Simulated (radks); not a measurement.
Coulomb parameter of the 4f shell of the terbium ion Tb2+ in the model configuration [Xe] 4f8 6p1, as a second difference U = [E(n + 0.5) + E(n - 0.5) - 2 E(n)] / (0.5)^2 with all orbitals relaxed. "Bare": the charge of the atom changes with n. "Screened": the 6p shell takes up the change at fixed total charge, which measures U(4f,4f) + U(6p,6p) - 2 U(4f,6p). Method: scalar-relativistic Kohn-Sham, r2SCAN, spin-unpolarised, spherical densities, finite nucleus; meta-GGA in the generalised Kohn-Sham scheme; Fermi nuclear charge, rms radius 5.06 fm; computed with a radial shooting solver on a logarithmic mesh with Libxc functionals.

case              configuration  E - E(n) (eV)
start              [Xe] 4f8 6p1          0.000
bare +0.5        [Xe] 4f8.5 6p1        -11.190
bare -0.5        [Xe] 4f7.5 6p1         15.633
screened +0.5  [Xe] 4f8.5 6p0.5         -6.216
screened -0.5  [Xe] 4f7.5 6p1.5          8.385

U(bare) = 17.772 eV, U(screened by 6p) = 8.677 eV, against the Slater integral F0(4f,4f) = 30.612 eV with frozen orbitals.
